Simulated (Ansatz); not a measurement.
`SCc1ccccc1` + `N=O` → `O=Nc1ccccc1` + CH₃SH at 400 K and 1 bar (substitution at a C–C bond).

Computed with Ansatz on PBE0-D4/def2-TZVP structures; ΔE is electronic, products minus reactants. CCSD(T)/CBS is the MP2 limit (def2-TZVPP, def2-QZVPP) plus CCSD(T) − MP2 in def2-TZVPP, frozen cores. This one scheme is used for every species. Each species was taken in one conformer, which may not be the lowest.

| species | CCSD(T)/CBS energy (Eh) | H − E (kJ/mol) | S (J/(mol·K)) |
| --- | --- | --- | --- |
| `SCc1ccccc1` | -668.96046 | 374.1 | 408.4 |
| `N=O` | -130.36585 | 50.4 | 230.5 |
| `O=Nc1ccccc1` | -361.10619 | 287.8 | 366.8 |
| CH₃SH | -438.22835 | 138.7 | 269.4 |

H − E and S are ideal-gas, rigid-rotor, harmonic terms from PBE0-D4/def2-TZVP, for one conformer and one mirror image of each species. 1 Eh = 2625.50 kJ/mol, R = 8.31446 J/(mol·K).

Problem. By hand: ΔE, ΔH, ΔS and ΔG.

Solution. ΔE = (-361.10619) + (-438.22835) − (-668.96046) − (-130.36585) = -0.00823 Eh = -21.6 kJ/mol. Δ(H − E) = 287.8 + 138.7 − 374.1 − 50.4 = 2.0, so ΔH = -19.6 kJ/mol. ΔS = 366.8 + 269.4 − 408.4 − 230.5 = -2.7 J/(mol·K). ΔG = -19.6 − 400 × (-2.7)/1000 = -18.5 kJ/mol.

Problem. By hand: the equilibrium constant, and the temperature at which ΔG would vanish if ΔH and ΔS stayed fixed.

Solution. log₁₀ K = −ΔG/(RT ln 10) = 2.4. ΔG = 0 at ΔH/ΔS = 7259 K, far beyond where these terms or the molecules hold.

The number of gas molecules stays the same, so ΔS is small and ΔH decides. A doubt of 5 kJ/mol in ΔE shifts log₁₀ K by 0.7 here. Other conformers and mirror images would add mixing entropy, several J/(mol·K) or more a flexible species. Modes under 60 cm⁻¹, often nearly free rotors, make the harmonic entropy too high. These are equilibria of isolated gas molecules and say nothing of rates. Largest T1 diagnostic: 0.015 (customary marks: 0.02 for closed shells, 0.045 for open ones).
